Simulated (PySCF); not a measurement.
Compound: C2H7BN2.
Numbering: `[CH3:1][C:2]#[N+:3][BH2-:4][NH2:5]` (hydrogens: H6, H7, H8 on C1; H9, H10 on B4; H11, H12 on N5)

A PySCF run (density fitting, gas phase, GFN2-xTB geometry) gave HOMO -5.75 eV, LUMO -0.58 eV, dipole 7.85 D and E = -214.758 Eh.

Question: Which of these levels was it?
A. PBE0/pcSseg-1
B. HF/ANO-RCC-VDZP
C. B97-2/6-311+G(2d,p)
D. PBE0/def2-SVPD

Answer: C. It is B97-2/6-311+G(2d,p). All candidates on this geometry:

| level and settings | kind | basis functions | SCF cycles | E (Eh) | HOMO (eV) | LUMO (eV) | dipole (D) |
| --- | --- | --- | --- | --- | --- | --- | --- |
| B97-2/6-311+G(2d,p) | global hybrid | 177 | 15 | -214.7577 | -5.75 | -0.58 | 7.85 |
| PBE0/pcSseg-1 | global hybrid | 120 | 14 | -214.4792 | -5.87 | -0.45 | 7.95 |
| PBE0/def2-SVPD | global hybrid | 156 | 14 | -214.3624 | -6.02 | -0.54 | 7.86 |
| HF/ANO-RCC-VDZP, grid level 4, level shift 0.1 Eh | Hartree–Fock | 105 | 12 | -213.4416 | -9.32 | 1.34 | 8.73 |

The nearest other candidate, by the summed differences of HOMO and LUMO, is PBE0/pcSseg-1: its HOMO differs by -0.12 eV and its LUMO by +0.13 eV. Cycle counts include a coarse-grid stage where the run had one. All basis functions are spherical, in the Pople sets too. ANO-RCC sets were contracted for a scalar-relativistic Hamiltonian, but ran non-relativistically here.

Shape of the structure used: `[CH3:1][C:2]#[N+:3][BH2-:4][NH2:5]`: C2–N3–B4–N5 0°, H–N5–B4–N3 67°, H–N5–B4–N3 -67°.
